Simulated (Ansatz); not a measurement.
CuF₂, that is [CuF2]- with one electron fewer. Total charge 0; doublet. Geometry PBE0-D4/def2-TZVPD, that of the charge -1 singlet; atoms count from 1.

```xyz
3

Cu    0.000    0.000    0.000
F     1.175   -0.865    1.062
F    -1.175    0.865   -1.062
```

Question: Estimate the Mulliken populations from the PBE0/def2-TZVPD orbitals of Ansatz.

Answer: 
```tsv
atom	charge (e)	spin (α − β)	d electrons
Cu1	1.07	0.91	9.29
F2	-0.53	0.05	–
F3	-0.53	0.05	–
```
Mulliken values and Mayer orders depend strongly on the basis. With diffuse functions, as here, like atoms can get unlike values, and bond orders can come out too low or too high.

Question: Where does the spin sit?

Answer: Summed by element: Cu 0.91, F 0.09, of 1 unpaired in all. Largest on single atoms: Cu1 0.91, F2 0.05, F3 0.05.

Question: And the Mayer bond orders between bonded heavy atoms (over 0.3)?

Answer: Cu1–F2 0.62 (1.81 Å); Cu1–F3 0.62 (1.81 Å).
